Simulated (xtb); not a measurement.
xtb input (GFN2-xTB):

```bash
xtb mol.xyz --gfn 2 --ohess tight --chrg 0 --uhf 0
```
mol.xyz:
```
4

Se    -0.01991973     0.03525304     0.02563386
O      1.66391008    -0.03886165    -0.03757657
O     -0.81218044     1.46302579     0.03751523
O     -0.85985821    -1.42720953     0.03318329
```

End of the output:

```
   ------------------------------------------------------------------------
    298.15    0.517840E-02    0.136056E-01    0.312921E-01   -0.176865E-01
   ------------------------------------------------------------------------

         :::::::::::::::::::::::::::::::::::::::::::::::::::::
         ::                  THERMODYNAMIC                  ::
         :::::::::::::::::::::::::::::::::::::::::::::::::::::
         :: total free energy         -15.263440570148 Eh   ::
         ::.................................................::
         :: total energy              -15.245754076423 Eh   ::
         :: zero point energy           0.008427234195 Eh   ::
         :: G(RRHO) w/o ZPVE           -0.026113727920 Eh   ::
         :: G(RRHO) contrib.           -0.017686493725 Eh   ::
         :::::::::::::::::::::::::::::::::::::::::::::::::::::

optimized geometry written to: xtbopt.xyz

           -------------------------------------------------
          | TOTAL ENERGY              -15.245754076423 Eh   |
          | TOTAL ENTHALPY            -15.232148443759 Eh   |
          | TOTAL FREE ENERGY         -15.263440570148 Eh   |
          | GRADIENT NORM               0.001191785668 Eh/α |
          | HOMO-LUMO GAP               4.476741010787 eV   |
           -------------------------------------------------

------------------------------------------------------------------------
------------------------------------------------------------------------
 total:
 SCF:
 ANC optimizer:
 analytical hessian:
```
